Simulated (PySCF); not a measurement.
Run record: excited-state job, `CC(C)(C)C(=O)Br`.

Method: TDDFT PBE0/def2-SVPD, vertical, gas phase, core orbitals frozen in the response (PySCF 2.14.0, density-fitted response routines). Geometry: GFN2-xTB. A driver script takes a list of jobs; this job's settings line and coordinates (Å) are shown.

Input:
```
{"job": {"kind": "uv", "xc": "PBE0", "basis": "def2-SVPD", "nstates": 8, "ntriplets": 3}, "charge": 0, "multiplicity": 1}
C     -0.239316     1.414378     0.608599
C      0.053102     0.048986    -0.022363
C      0.281687    -1.000892     1.070145
C     -1.105676    -0.372294    -0.932510
C      1.304522     0.194301    -0.844309
O      1.980085     1.145452    -1.014676
Br     1.856044    -1.477827    -1.750382
H     -0.384654     2.169356    -0.160574
H     -1.139947     1.354550     1.213764
H      0.586820     1.729107     1.241911
H     -0.603218    -1.064014     1.698392
H      1.129532    -0.727275     1.695059
H      0.467237    -1.981777     0.639890
H     -1.246993     0.349505    -1.734799
H     -0.925405    -1.350678    -1.370968
H     -2.021420    -0.421935    -0.348590
```

Question: Give the output.

Answer: 
```
coarse grid: 60664 points
cycle   1  E = -2844.1046570261  dE = -3.032e-01  |g| = 7.981e-01  |ddm| = 7.554e+00
cycle   2  E = -2843.6107916298  dE =  4.939e-01  |g| = 1.796e+00  |ddm| = 3.605e+00
cycle   3  E = -2844.2294425577  dE = -6.187e-01  |g| = 1.975e-01  |ddm| = 2.612e+00
cycle   4  E = -2844.2386900269  dE = -9.247e-03  |g| = 7.595e-02  |ddm| = 5.061e-01
cycle   5  E = -2844.2398948474  dE = -1.205e-03  |g| = 2.095e-02  |ddm| = 1.819e-01
cycle   6  E = -2844.2399923236  dE = -9.748e-05  |g| = 6.823e-03  |ddm| = 7.191e-02
cycle   7  E = -2844.2400062227  dE = -1.390e-05  |g| = 1.659e-03  |ddm| = 1.639e-02
cycle   8  E = -2844.2400068978  dE = -6.750e-07  |g| = 4.888e-04  |ddm| = 4.863e-03
final grid: 128672 points
cycle   9  E = -2844.2399881981  dE = -2.334e-07  |g| = 6.269e-04  |ddm| = 3.150e-02
cycle  10  E = -2844.2399880744  dE =  1.237e-07  |g| = 1.018e-03  |ddm| = 3.288e-03
cycle  11  E = -2844.2399882730  dE = -1.985e-07  |g| = 1.929e-04  |ddm| = 1.643e-03
cycle  12  E = -2844.2399882804  dE = -7.434e-09  |g| = 2.345e-05  |ddm| = 3.148e-04
cycle  13  E = -2844.2399882805  dE = -1.082e-10  |g| = 7.865e-06  |ddm| = 1.143e-04
converged SCF energy = -2844.2399882805

Static polarisability (au): isotropic 85.781, principal 73.348 81.805 102.190

Singlet excitations
state   eV       nm        f      main configurations
  1   4.8969    253.2   0.00009   H->L 0.79, H-2->L 0.20
  2   5.6588    219.1   0.00001   H-2->L 0.79, H->L 0.20
  3   5.8916    210.4   0.00278   H-1->L 0.81, H->L+1 0.15
  4   6.4397    192.5   0.01920   H->L+1 0.65, H-2->L+1 0.27
  5   6.5619    188.9   0.00137   H-1->L+1 0.98
  6   7.3565    168.5   0.34525   H-2->L+1 0.50, H-4->L 0.21, H->L+1 0.12
  7   7.3650    168.3   0.00269   H-3->L 0.98
  8   7.5519    164.2   0.04681   H->L+2 0.90

Triplet excitations (Tamm-Dancoff, eV): 4.4079 5.2841 5.5201
```

The SCF starts on a coarse grid where the log names one; the energy can jump when the final grid takes over, and dE then counts from the start density on the new grid. H and L stand for HOMO and LUMO; the number after each pair is its weight.

Question: Give the mean polarisability as a volume in Å³, and the ratio of the largest to the smallest principal value.

Answer: 85.781 au × 0.148185 = 12.71 Å³; 102.190/73.348 = 1.39.

Question: Give S1 in cm⁻¹ and kJ/mol.

Answer: 4.8969 eV × 8065.54 = 39496 cm⁻¹; × 96.485 = 472.5 kJ/mol.

In short: HOMO -8.06 eV, LUMO -1.17 eV; lowest singlet 4.90 eV; lowest triplet 4.41 eV (Tamm–Dancoff); mean polarisability 85.8 au.

 The PBE0/def2-SVPD calculation is non-relativistic and has no spin–orbit coupling, an omission that weighs most on bromine.

Time: 49 s of wall time. Hardware: Arm Neoverse V1, one thread, on a shared host.
Labels such as C1 count atoms from 1, the log's own numbers from 0.
